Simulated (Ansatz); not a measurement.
Coupled-cluster diagnostics for NiS₂, Ansatz.

Geometry of the singlet (PBE0-D4/def2-TZVP):

```xyz
3

Ni   -0.769    0.178   -0.183
S     0.644   -0.438   -1.341
S     0.124    0.260    1.524
```

Correlated methods freeze 15 core orbitals; core or outer-core shells of Ni are correlated, in sets that lack core-valence functions. No other spin state of charge 0 was run. Another isomer (triplet) lies 1.86 eV lower at PBE0-D4/def2-TZVP; other spin states weren't run for this one.

Problem. Estimate the CCSD(T) correlation energy, the shares of MP2 and (T), T1 and the reference's ⟨S²⟩ for: charge 0, singlet, own geometry in def2-TZVPP; and the rough time on 4 threads of Arm Neoverse V1 on a shared host.

Solution. 
| state | basis | correlation (eV) | MP2 share (%) | (T) share (%) | T1 | ⟨S²⟩ (pure) | wall time | remarks |
| --- | --- | --- | --- | --- | --- | --- | --- | --- |
| charge 0, singlet, own geometry | def2-TZVPP | -35.727 | 90.1 | 8.9 | 0.168 | 0.00 (0.00) | 2.4 min | flagged by the program, large T1 (0.168) |
Customary marks for T1 are 0.02 (closed shells), 0.045 (open shells) and about 0.05 (3d metals). T1 exceeds 0.02 in 1 of 1 rows and 0.045 in 1; the higher it lies, the less the single-reference result can be trusted.
